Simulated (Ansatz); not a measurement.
Interaction energy ladder

The pair of H2 (SMILES [H][H], atoms 1–2) and C3H8 (SMILES CCC, atoms 3–13), both closed shells, in one local arrangement (a lower one may exist), relaxed at PBE0-D4/def2-TZVP:

| atom | x (Å) | y (Å) | z (Å) |
| --- | --- | --- | --- |
| H1 | -0.6655 | 0.2927 | -2.6602 |
| H2 | -0.8462 | 0.3752 | -3.3796 |
| C3 | 0.6452 | -1.1378 | 0.0657 |
| C4 | 0.2876 | -0.1259 | 1.1411 |
| C5 | -0.4815 | 1.0646 | 0.5940 |
| H6 | 1.2662 | -0.6830 | -0.7117 |
| H7 | -0.2532 | -1.5299 | -0.4200 |
| H8 | 1.1971 | -1.9863 | 0.4767 |
| H9 | -0.3046 | -0.6160 | 1.9212 |
| H10 | 1.2021 | 0.2243 | 1.6316 |
| H11 | -0.7299 | 1.7812 | 1.3804 |
| H12 | -1.4182 | 0.7468 | 0.1266 |
| H13 | 0.1010 | 1.5940 | -0.1657 |

Computed with Ansatz 0.2.0 (basis: def2-TZVPPD, with def2-QZVPPD for the basis limit); correlated methods freeze the cores. B3LYP uses VWN-RPA correlation. Extrapolation: Hartree–Fock as exp(−7.88 √X), correlation as X^−2.97. Interaction energies count from these two fragments, frozen as in the pair, with the counterpoise correction; negative means bound.

(1) What is the interaction energy by CCSD(T) at an estimated basis limit (MP2 extrapolated from triple and quadruple zeta, plus CCSD(T) − MP2 in triple zeta)? (An estimate is asked for; the value comes from the calculation.)

T1 diagnostic: at most 0.009.

## Answers

(1) By the calculation: -0.39 kcal/mol. Hartree–Fock alone gives 0.30 kcal/mol at the basis limit, so without correlation the pair would not bind at this distance. It counts from the two fragments frozen as in the pair.

The same quantity by other methods in triple zeta, and each one's difference from that estimate:
```json
{"method": "PBE-D4", "E_int (kcal/mol)": "-0.60", "difference": "-0.21"}
{"method": "revPBE-D4", "E_int (kcal/mol)": "-0.47", "difference": "-0.08"}
{"method": "BLYP-D4", "E_int (kcal/mol)": "-0.17", "difference": "0.22"}
{"method": "r2SCAN-D4", "E_int (kcal/mol)": "-0.25", "difference": "0.14"}
{"method": "B97M-V", "E_int (kcal/mol)": "-0.38", "difference": "0.01"}
{"method": "PBE0-D4", "E_int (kcal/mol)": "-0.51", "difference": "-0.12"}
{"method": "B3LYP-D4", "E_int (kcal/mol)": "-0.28", "difference": "0.11"}
{"method": "HSE06-D4", "E_int (kcal/mol)": "-0.51", "difference": "-0.12"}
{"method": "wB97X-V", "E_int (kcal/mol)": "-0.42", "difference": "-0.03"}
{"method": "wB97M-V", "E_int (kcal/mol)": "-0.33", "difference": "0.06"}
{"method": "B2PLYP", "E_int (kcal/mol)": "0.03", "difference": "0.42"}
{"method": "HF", "E_int (kcal/mol)": "0.30", "difference": "0.69"}
{"method": "MP2", "E_int (kcal/mol)": "-0.32", "difference": "0.07"}
{"method": "CCSD", "E_int (kcal/mol)": "-0.27", "difference": "0.12"}
{"method": "CCSD(T)", "E_int (kcal/mol)": "-0.35", "difference": "0.04"}
```
Differences are method less estimate.

Basis-set superposition shift (counterpoise-corrected less uncorrected): CCSD(T) 0.09; MP2 0.09; HF 0.01; PBE0-D4 0.01; wB97M-V 0.03 kcal/mol.

For scale, one of the runs: CCSD(T)/def2-TZVPPD, 281 basis functions, launched by `ansatz run in.yaml --threads 4 --pin off --events-out ev --progress --plain --max-ram 9574MiB`. Time: 87 s of wall clock on 4 CPU threads of an Arm Neoverse V2; the host was shared. Peak host memory: 8.3 GiB.
